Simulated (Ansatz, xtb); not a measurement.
Isomers of CH6GeO3 in order of energy

5 gas-phase structures of CH6GeO3, from a drawn sample of its isomers (lower ones may exist). Each was relaxed with GFN2-xTB; where two conformers were screened, the lower at r2SCAN-D4/def2-SVP is listed:

A. `C[O][GeH]([OH])[OH]`, a singlet
B. `O[CH2][GeH]([OH])[OH]`, a singlet
C. `OC(O)[O][GeH3]`, a singlet
D. `OC[O][GeH2][OH]`, a singlet
E. `[CH3][Ge]([OH])([OH])[OH]`, a singlet

Q: Make a reasoned guess at their ranking by r2SCAN-D4/def2-SVP single-point energy.

A: Calculated order at r2SCAN-D4/def2-SVP: E (0.0), A (20.3), B (36.8), D (38.0), C (47.5) kcal/mol.

Energies above the lowest of each column, in kcal/mol; the last columns are at PBE0-D4/def2-SVP geometries and were run for some of them only (a dash: not run or not comparable):

```json
{"structure": "E", "GFN2-xTB": "0.0", "HF/STO-3G": "0.0", "r2SCAN-D4/def2-SVP": "0.0", "PBE0-D4/def2-SVP": "0.0", "CCSD(T)/def2-SVP + ΔMP2/def2-TZVPP": "0.0"}
{"structure": "A", "GFN2-xTB": "7.1", "HF/STO-3G": "9.8", "r2SCAN-D4/def2-SVP": "20.3", "PBE0-D4/def2-SVP": "20.9", "CCSD(T)/def2-SVP + ΔMP2/def2-TZVPP": "24.7"}
{"structure": "B", "GFN2-xTB": "26.0", "HF/STO-3G": "30.8", "r2SCAN-D4/def2-SVP": "36.8", "PBE0-D4/def2-SVP": "–", "CCSD(T)/def2-SVP + ΔMP2/def2-TZVPP": "–"}
{"structure": "D", "GFN2-xTB": "19.5", "HF/STO-3G": "20.8", "r2SCAN-D4/def2-SVP": "38.0", "PBE0-D4/def2-SVP": "–", "CCSD(T)/def2-SVP + ΔMP2/def2-TZVPP": "–"}
{"structure": "C", "GFN2-xTB": "26.6", "HF/STO-3G": "22.7", "r2SCAN-D4/def2-SVP": "47.5", "PBE0-D4/def2-SVP": "–", "CCSD(T)/def2-SVP + ΔMP2/def2-TZVPP": "–"}
```

Every level run on E puts it lowest or level with the lowest. Flexible structures stand in one conformer each, not always the lowest. Frequencies (GFN2-xTB) were run for A, E alone. The ΔMP2 step shifts differences by up to 5.0 kcal/mol, which makes them less sure. ΔMP2 is the change of the MP2 energy from the smaller to the larger basis.

Over these structures GFN2-xTB departs from r2SCAN-D4/def2-SVP by 5.9 kcal/mol on average once a common shift is removed. A GFN2-xTB relaxation took about 0.17 s and the r2SCAN-D4/def2-SVP energy about 1.1 s on a shared host (Ansatz 0.2.0, xtb 6.7.1).
